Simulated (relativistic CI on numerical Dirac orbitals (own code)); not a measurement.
**Energy levels of Re XXXV**

Computed by Dirac-Coulomb-Breit CI, KLI orbitals optimised for each configuration, model QED (radiative potential, 1s self-energy scaled to tabulated hydrogen-like ionisation energies), unscaled Slater integrals (own radial code, finite nucleus).

Configurations in the expansion (outside the closed core [Ar] 3d10): 4s2.4p6.4d5, 4s2.4p6.4d4.4f, 4s2.4p5.4d6, 4s.4p6.4d5.4f, 4p6.4d7, 4p5.4d8, 4s2.4p6.4d3.5s2, 4s2.4p6.4d2.4f.5s2, 4s.4p6.4d3.4f.5s2. Double excitations out of closed p, d and f shells are left out; levels of such configurations are missing from the list, as are those of other unlisted configurations, and high levels can miss mixing partners.

The lowest level is 4s2.4p6.4d5 4P_5/2, with 29 % of that term; Hund's rules for 4s2.4p6.4d5 give 6S with J = 5/2, of which the calculation keeps J, while another term leads.

```
No.  Configuration  Term     J  E (cm⁻¹)    %  Next component (%)  Lifetime (s)
  1    4s2.4p6.4d5    4P   5/2         0   29               21 2D              
  2    4s2.4p6.4d5    6S   5/2    109341   39               23 2F      2.04e-05
  3    4s2.4p6.4d5    4G   7/2    152059   36               23 2F      3.64e-05
  4    4s2.4p6.4d5    4D   3/2    156509   40               31 4P      1.41e-05
  5    4s2.4p6.4d5    2H  11/2    159436   41               38 4G              
  6    4s2.4p6.4d5    4G   9/2    173981   35               26 2G      6.03e-03
  7    4s2.4p6.4d5    4D   5/2    183614   33               25 2D      1.68e-04
  8    4s2.4p6.4d5    4P   1/2    191062   49               24 2S      8.52e-04
  9    4s2.4p6.4d5    2F   7/2    201709   39               30 2G      4.28e-04
 10    4s2.4p6.4d5    2D   3/2    247059   57               23 4F      8.90e-05
 11    4s2.4p6.4d5    2D   5/2    260565   31               26 6S      7.85e-06
 12    4s2.4p6.4d5    4D   7/2    287161   52               39 4G      1.52e-05
 13    4s2.4p6.4d5    2I  11/2    291419   52               47 4G      2.22e-05
 14    4s2.4p6.4d5    4G   9/2    298243   57               38 2G      2.26e-05
 15    4s2.4p6.4d5    4D   1/2    307821   76               14 2S      1.23e-05
 16    4s2.4p6.4d5    2I  13/2    311201  100                          1.06e-04
 17    4s2.4p6.4d5    4P   3/2    313650   53               33 4F      7.55e-06
 18    4s2.4p6.4d5    2F   5/2    319882   41               29 4D      1.42e-05
 19    4s2.4p6.4d5    2H   9/2    338424   52               47 4F      1.09e-05
 20    4s2.4p6.4d5    2G   7/2    347810   61               35 2F      3.91e-05
 21    4s2.4p6.4d5    4F   5/2    350464   62               25 2D      1.09e-05
 22    4s2.4p6.4d5    2D   3/2    359695   88                7 4D      2.62e-05
 23    4s2.4p6.4d5    4P   1/2    374381   36               33 2P      1.25e-05
 24    4s2.4p6.4d5    2G   7/2    374424   44               37 2F      1.87e-05
 25    4s2.4p6.4d5    2G   9/2    401946   75               13 2H      3.20e-05
 26    4s2.4p6.4d5    4P   5/2    435101   34               21 2F      4.78e-06
 27    4s2.4p6.4d5    2P   3/2    453631   72               27 2D      2.90e-05
 28    4s2.4p6.4d5    2D   5/2    461360   67               22 2F      1.21e-05
 29    4s2.4p6.4d5    4F   7/2    466846   30               29 2F      6.69e-06
 30    4s2.4p6.4d5    2H  11/2    474803   57               27 2I      8.10e-06
```

Energies count from the lowest computed level; lifetimes are radiative, by E1, M1, E2, M2, E3 decay to levels of this space only; some are left blank where a channel outside the calculation adds to the decay or the decay crosses a small, uncertain gap.

The mean weight of the leading LS term, summed over parents, in these 30 levels is 51 %, and that of the leading jj configuration (from the same eigenvectors) 92 %, so jj coupling describes them better and the LS labels are nominal.

At this charge energies of transitions that change n are usually good to better than 1 %, and those within a shell (Δn = 0) to a few per cent. Terms inside the open d or f shell come out 10 to 20 % too wide with unscaled integrals.

LS names give the leading component of a level, which can be under half, so a name can repeat, a term be missing and a line seem to break the LS rules.
